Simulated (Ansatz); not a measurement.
Pd₂Au₄, relaxed as a singlet with RKS B3LYP-D4/def2-SVP in Ansatz, starting from the GFN2-xTB geometry. Force threshold 0.02 eV/Å.

In the def2 sets Au, Pd take a core potential; there is no spin–orbit coupling. The restricted singlet is unstable towards broken spin symmetry at other levels; at B3LYP-D4/def2-SVP this wasn't settled. The relaxation made no stability test and no search for a lower SCF solution. No other spin state of charge 0 was run. Another isomer (singlet) lies 0.75 eV lower at PBE0-D4/def2-TZVP; other spin states weren't run for this one.

Start:

```xyz
6

Pd   -1.6502   -1.7355    1.3998
Pd   -0.1648   -0.2463   -0.1265
Au    1.2769    1.8541    0.6585
Au   -0.4730   -1.3132   -2.3339
Au   -0.2663    0.3550    2.3036
Au    1.2773    1.0859   -1.9014
```

```json
{"step": "1", "energy (eV)": "-21744.3028", "largest force component (eV/Å)": "1.541", "SCF passes": "33"}
{"step": "2", "energy (eV)": "-21744.6089", "largest force component (eV/Å)": "0.433", "SCF passes": "43"}
{"step": "3", "energy (eV)": "-21744.7097", "largest force component (eV/Å)": "0.201", "SCF passes": "42"}
{"step": "4", "energy (eV)": "-21744.7586", "largest force component (eV/Å)": "0.224", "SCF passes": "44"}
{"step": "5", "energy (eV)": "-21744.7816", "largest force component (eV/Å)": "0.181", "SCF passes": "40"}
{"step": "6", "energy (eV)": "-21744.7861", "largest force component (eV/Å)": "0.035", "SCF passes": "37"}
{"step": "7 (rejected)", "energy (eV)": "-21744.7859", "largest force component (eV/Å)": "0.048", "SCF passes": "39"}
{"step": "8", "energy (eV)": "-21744.7866", "largest force component (eV/Å)": "0.010", "SCF passes": "39"}
```

Force components are those of the run's own axes.

End:

```xyz
6

Pd   -1.6726   -1.6685    1.6821
Pd   -0.2889   -0.4175   -0.1168
Au    1.1762    1.7114    0.5928
Au   -0.2259   -1.1046   -2.6728
Au   -0.2646    0.4248    2.5573
Au    1.2758    1.0544   -2.0426
```

By distances, no bond broke or formed. The bond that changes most is Pd2–Au5, from 2.51 to 2.80 Å (atoms count from 1).

No frequencies were taken in this run, so the end may be a saddle point.

Hardware: 4 threads of Intel Xeon 6975P-C on a shared host. Wall time 38 s, peak host memory 0.77 GiB.
